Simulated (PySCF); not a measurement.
HBrO: from structure and modes to constants

These are results of PySCF, PBE0, basis Br def2-TZVP, O def2-TZVP, H def2-TZVP (no relativity, density fitting), not measurements.

The singlet minimum has Cs symmetry. Masses (u): Br 78.91834, O 15.99492, H 1.00782.

```xyz
3
charge 0 multiplicity 1, angstrom
Br    0.2142    0.0000   -0.1773
O    -1.1438    0.0000    0.8300
H     1.3783    0.0000    0.7120
```

Harmonic wavenumbers (cm⁻¹): 755.4 (a', ×1), 856.7 (a', ×1), 2318.6 (a', ×1).

Task: Find the principal moments of inertia and the rotational constants. What kind of rotor is it?

Result: About the centre of mass I = 1.9505, 38.523, 40.473 u Å². With B = 16.8576/I this gives 8.643, 0.4376, 0.4165 cm⁻¹. The molecule is an asymmetric top with κ = -0.99.

Task: What is the harmonic zero-point energy?

Result: Half the sum of all 3 wavenumbers, 3931/2 = 1965 cm⁻¹, which is 23.5 kJ/mol (1 cm⁻¹ = 0.0119627 kJ/mol).

Task: Find the vibrational entropy and heat capacity at 298.15 K.

Result: With u = 1.43878 ω/T, each mode gives S = R[u/(eᵘ−1) − ln(1−e⁻ᵘ)] and C = R u² eᵘ/(eᵘ−1)².
```tsv
ω (cm⁻¹)	u	S (J/(mol K))	C (J/(mol K))
755.4	3.645	1.03	3.04
856.7	4.134	0.69	2.35
2318.6	11.189	0.00	0.01
```
The sums over all modes are S = 1.7 and C = 5.4 J/(mol K); the softest mode gives 60 % of the entropy.

Task: Give the standard entropy (298.15 K, 1 bar) by its translational, rotational, vibrational and spin parts, and Cp.

Result: Sackur–Tetrode with M = 95.92 u gives 165.8; rotation with symmetry number 1 gives 81.9; vibration 1.7; spin R ln 1 = 0.0. The total is 249.4 J/(mol K), and Cp = 4 R + 5.4 = 38.7 J/(mol K).

This need not be the most stable arrangement of these atoms.
